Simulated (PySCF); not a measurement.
## Assigning NMR signals

Mapped SMILES: `[CH2:1]=[CH:2][Si@@H:3]1[CH2:4][CH2:5][C@@H:6]1[C@@H:7]([CH3:8])[F:9]`. Each H is labelled by its parent atom. Ha(C4), Ha(C5) are cis to C2 on the ring; Ha(C1) is cis to Si3; Hb(C4), Hb(C5) are trans to C2 on the ring; Hb(C1) is trans to Si3.

- shieldings: GIAO PBE0/pcSseg-1
- coordinates at the GFN2-xTB level
- program: PySCF 2.14
- a single conformation, fast rotation and ring inversion assumed for equivalent nuclei, non-relativistic Hamiltonian, no solvent model

References, each an isolated molecule treated in the same way: 13C (186.93 ppm), 1H (31.72 ppm) against TMS.

(1) Assign these signals to the numbered atoms. 13C{1H} NMR (computed): δ 145.8 (CH), 143.3 (CH2), 95.4 (CH), 40.1 (CH), 24.1 (CH2), 23.9 (CH3), 10.3 (CH2).

(2) Assign these signals to the numbered atoms. 1H NMR (400 MHz, computed): δ 7.02 (m, 1H), 6.42 (m, 1H), 6.24 (m, 1H), 5.20 (m, 1H), 4.83 (m, 1H), 2.56 (m, 1H), 2.40 (m, 1H), 1.87 (m, 1H), 1.47 (m, 1H), 1.37 (m, 1H), 1.20 (m, 3H).

Answers

(1) 
145.8 → C2, alkene CH: as expected for a trigonal carbon in a double bond
143.3 → C1, terminal =CH2 carbon: an sp2 carbon of a C=C bond
95.4 → C7, sp3 CH bonded to F: the inductive effect lowers its shielding
40.1 → C6, sp3 CH bonded to Si
24.1 → C5, sp3 CH2 in a ring: saturated and bonded to C and H only
23.9 → C8, methyl carbon: aliphatic region, no heteroatom directly attached
10.3 → C4, sp3 CH2 bonded to Si: an electropositive neighbour leaves it electron-rich and shielded

C5 and C8 lie closer than the usual error of such a calculation, so a measured spectrum could show them in the other order.

(2) 
7.02 → H(C2), hydrogen on an alkene CH: olefinic region
6.42 → Hb(C1), hydrogen on a terminal =CH2 carbon: attached to an sp2 carbon and in the plane of the double bond
6.24 → Ha(C1), hydrogen on a terminal =CH2 carbon
5.20 → H(Si3), hydrogen on a silicon bonded to 3 C, in a 4-membered ring
4.83 → H(C7), hydrogen on an sp3 CH bonded to F: its carbon carries F, an electronegative neighbour
2.56 → Ha(C5), hydrogen on an sp3 CH2 in a ring
2.40 → Hb(C5), hydrogen on an sp3 CH2 in a ring
1.87 → H(C6), hydrogen on an sp3 CH bonded to Si
1.47 → Hb(C4), hydrogen on an sp3 CH2 bonded to Si
1.37 → Ha(C4), hydrogen on an sp3 CH2 bonded to Si
1.20 → H(C8), hydrogen on a methyl carbon

Hb(C4) and Ha(C4) lie closer than the usual error of such a calculation, so a measured spectrum could show them in the other order.

Splittings by 19F in the carbon and heteronuclear signals aren't shown, as no couplings were computed. Shifts are as computed. Against solution values, carbons near 30 ppm lie about +3 ppm off and those near 130 ppm about +5 ppm. Of 1309 compounds with measured shifts, 239 miss one by over three times the rms of a fit or turn the order of signals round; such compounds aren't used in these exercises. No couplings were computed; multiplicities are counted from neighbouring protons, with m where these are inequivalent, close in shift, in a saturated or five-membered ring or joined by F or P, and br s for small geminal =CH2 splittings.
